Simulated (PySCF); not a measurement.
Telling isomers of C8H9ClOSi apart by NMR

- GFN2-xTB geometry
- shieldings: GIAO PBE0/pcSseg-1
- code: PySCF 2.14.0 with density-fitted response routines
- one conformer, isolated molecule, one averaged value for each set of equivalent atoms, non-relativistic Hamiltonian

Scale: $^{1}$H and $^{13}$C vs TMS (reference shieldings calculated alike). Where no couplings were computed, multiplicities follow the n + 1 count of equivalent neighbours, and m marks all less simple cases (inequivalent or close neighbours, rings, F or P nearby). Shifts are as computed. Against solution values, carbons near 30 ppm lie about +3 ppm off and those near 130 ppm about +5 ppm; carbons on Cl a further +6 ppm. Of 1211 compounds with measured shifts, 218 miss one by over three times the rms of a fit or turn the order of signals round; such compounds aren't used in these exercises. Carbons bonded to Cl come out too deshielded.

(1) Tabulate the signals of `Cc1c([SiH3])cccc1C(=O)Cl`, `Cc1cc([SiH3])cc(C(=O)Cl)c1` and their relative energies.

(2) What is the quickest way to tell Cc1c([SiH3])cccc1C(=O)Cl from Cc1cc([SiH3])cc(C(=O)Cl)c1?

Answers

(1) 
| SMILES | carbon types | δC | δH | E rel. (kcal/mol) |
| --- | --- | --- | --- | --- |
| Cc1c([SiH3])cccc1C(=O)Cl | 4×C 3×CH 1×CH3 | 177.9, 156.6, 149.5, 145.0, 137.2, 135.0, 130.7, 27.6 | 8.81 (d, 1H), 8.09 (d, 1H), 7.61 (m, 1H), 4.63 (s, 3H), 2.85 (s, 3H) | 3.4 |
| Cc1cc([SiH3])cc(C(=O)Cl)c1 | 4×C 3×CH 1×CH3 | 177.0, 149.5, 144.1, 142.5, 142.3, 136.7, 135.0, 24.0 | 8.57 (s, 1H), 8.47 (s, 1H), 7.96 (s, 1H), 4.59 (s, 3H), 2.61 (s, 3H) | 0.0 |

Energies are electronic energies at PBE0/pcSseg-1 on these geometries, without zero-point or thermal terms, each for the one conformer computed, which needn't be the lowest.

(2) Both give the same number of carbon signals, with the same numbers of each carbon type, so the positions decide. The first has a substituted aromatic carbon (C) at 156.6 ppm, the second a substituted aromatic carbon (C) at 144.1 ppm. Their most deshielded carbons lie at 177.9 and 177.0 ppm.
